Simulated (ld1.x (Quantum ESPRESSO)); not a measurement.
Reading a pseudo-wave (zinc)

Columns: radius, all-electron u(r) and pseudo u(r) of the 3d shell (level -51.06 eV) of zinc in the configuration [Ne] 3s2 3p6 3d9 4s0 4p0; LDA (PZ), scalar-relativistic, ultrasoft scheme, ld1.x (Quantum ESPRESSO) 7.5.

```tsv
r (bohr)	all-electron	pseudo
0.075	0.0678	0.0012
0.150	0.2908	0.0097
0.225	0.5586	0.0316
0.300	0.7880	0.0708
0.375	0.9491	0.1286
0.450	1.0425	0.2034
0.525	1.0806	0.2907
0.600	1.0785	0.3840
0.675	1.0494	0.4756
0.750	1.0036	0.5578
0.825	0.9482	0.6239
0.900	0.8880	0.6690
0.975	0.8262	0.6911
1.050	0.7649	0.6905
1.125	0.7054	0.6702
1.200	0.6483	0.6352
1.275	0.5943	0.5910
1.350	0.5434	0.5431
1.425	0.4958	0.4959
1.500	0.4516	0.4516
1.575	0.4105	0.4105
1.650	0.3726	0.3726
1.725	0.3377	0.3377
1.800	0.3056	0.3056
1.875	0.2762	0.2762
1.950	0.2493	0.2493
```

(1) How many radial nodes do the two functions have?

(2) At about which radius was the pseudo-wave matched?

(3) Is the pseudo-wave norm-conserving?

Results:

(1) The all-electron 3d function has n − l − 1 = 0; the pseudo-wave has 0.

(2) 1.50 bohr. The columns agree to 0.0005 from 1.35 bohr on; several derivatives are matched, so the curves merge somewhat inside the radius.

(3) No, it belongs to an ultrasoft set: the norm inside the radius is not constrained, and the difference is carried by the augmentation charge.
